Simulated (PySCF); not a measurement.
CHO, SMILES [O+]#C, charge +1.

Coordinates come from a r2SCAN-D4/def2-TZVPD optimisation.

Two levels are set side by side: PBE/def2-TZVPD (PySCF) and B3LYP/def2-TZVPD (PySCF). Same geometry, gas phase. Differences are taken from unrounded values.

```json
[
 {"quantity": "orbital gap (eV)", "PBE": "9.74"},
 {"quantity": "highest occupied level (eV)", "PBE": "-21.21"},
 {"quantity": "lowest empty level (eV)", "PBE": "-11.47"},
 {"quantity": "mean polarisability (bohr³)", "PBE": "9.8"}
]
```

Q: These are the PBE values. What does B3LYP give? (An estimate is asked for; the answer gives what the named calculation found.)

A: 
| quantity | B3LYP | PBE minus B3LYP |
|---|---|---|
| orbital gap (eV) | 12.06 | -2.32 |
| highest occupied level (eV) | -22.55 | 1.34 |
| lowest empty level (eV) | -10.49 | -0.98 |
| mean polarisability (bohr³) | 9.7 | 0.1 |

PBE's occupied levels lie high since its potential decays too fast outside the molecule; exact exchange lowers them and widens the gap. Differences between two approximate levels are no errors against the true value.

Rough cost on one machine, each run with all the roots and properties that it gave: B3LYP against PBE within a factor of 2.
